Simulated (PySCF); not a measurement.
C7H10N (doublet state).
Geometry (GFN2-xTB, Å), atoms numbered from 1 in this order:
```
atom  x, y, z in Å
C1    -1.6814   -1.5990   -2.1687
C2    -0.7112   -1.1475   -1.4537
C3     0.2799   -0.6627   -0.6680
C4     1.2360   -1.4936   -0.1152
C5     0.2818    0.8008   -0.4140
C6    -0.1329    1.6599   -1.3366
C7     0.7289    1.2522    0.9583
N8     0.0200    0.6204    2.0615
H9    -1.6214   -1.6785   -3.2474
H10   -2.6191   -1.9323   -1.7395
H11    1.2171   -2.5504   -0.3112
H12    2.0410   -1.1120    0.4831
H13   -0.4572    1.3343   -2.3108
H14   -0.1450    2.7213   -1.1547
H15    1.7955    1.0439    1.0909
H16    0.5871    2.3324    1.0462
H17   -0.9752    0.8040    1.9814
H18    0.1476   -0.3869    2.0219
```

The hyperfine couplings belong to this conformer and change with its torsions.

Identity: `C=[C]C(=C)C(=C)CN` [radical].

The calculation used PySCF 2.14.0, UKS B3LYP, pcH-1 on C H N, non-relativistic, mean-field spin-orbit, GIAO. One conformer (not necessarily the lowest) at the GFN2-xTB geometry, without solvent, vibrations or thermal averaging. A GFN2-xTB geometry isn't a minimum of the functional, and hyperfine couplings can be far from their values at a DFT geometry. The frame is twisted about the C3–C5 bond at this geometry (dihedral C2–C3–C5–C6 = -34°); couplings at other torsion angles weren't computed. No stability test was run, so a lower SCF solution isn't excluded. ⟨S²⟩ is 0.780 where a pure state has 0.75.

Principal values of hyperfine tensors in MHz (contact and dipolar terms together), for some of the nuclei:

```tsv
atom	isotope	A1	A2	A3
H10	1H	112.39	113.36	121.12
C4	13C	6.00	7.68	165.85
C2	13C	-1.31	11.65	148.24
C3	13C	-76.29	-39.16	-34.15
H12	1H	-69.48	-43.02	-16.43
H11	1H	-64.64	-43.77	-17.59
C1	13C	-50.62	-38.52	-33.39
C5	13C	6.53	8.60	12.80
```

(1) Split each tensor into its isotropic and traceless parts, and turn a_iso into mT with g = 2.0024.

(2) What spin density at the nucleus of C1 lies behind its contact coupling (g_N = 1.40482)?

(3) H9 (1H, g_N = 5.58569) isn't in the table. Its spin density at the nucleus is 0.02542 bohr⁻³. What is its contact coupling?

(4) Name the largest traceless tensor T of the table and describe it.

(5) What first-order splitting does C2 cause when the field lies along A1, A2 or A3 of its tensor (g taken as isotropic, no quadrupole term)?

Results:

(1) a_iso is a third of the trace, T = A − a_iso, and a(mT) = a(MHz)/(g × 13.996).

```tsv
atom	a_iso (MHz)	a_iso (mT)	T1	T2	T3
H10	115.62	4.125	-3.24	-2.26	5.50
C4	59.84	2.135	-53.84	-52.16	106.01
C2	52.86	1.886	-54.17	-41.21	95.38
C3	-49.87	-1.779	-26.43	10.71	15.72
H12	-42.98	-1.533	-26.50	-0.05	26.55
H11	-42.00	-1.499	-22.65	-1.77	24.41
C1	-40.85	-1.457	-9.77	2.32	7.45
C5	9.31	0.332	-2.78	-0.71	3.49
```

(2) a_FC = (2μ0/3) gₑ μB g_N μN ρ(0)/(2S·h) = 800.24 MHz × g_N × ρ(0)/(2S), with ρ in bohr⁻³. With a_FC = -40.85 MHz and 2S = 1, ρ(0) = -0.03633 bohr⁻³.

(3) By the same relation, a_FC = 113.6 MHz. Its full tensor has the principal values 110.35, 111.23, 119.23 MHz.

(4) C4: -53.8, -52.2, 106.0 MHz, axial, in the ratio −1:−1:+2, the form that spin in one p orbital centred on that nucleus gives.

(5) 2 lines (I = 1/2), spaced by |A_i|/(g × 13.996): 0.05, 0.42, 5.29 mT along the axes of A1, A2 and A3.

The SMILES draws the unpaired electron on C2; the largest computed Mulliken spin population is on C4 (0.71 against 0.60).
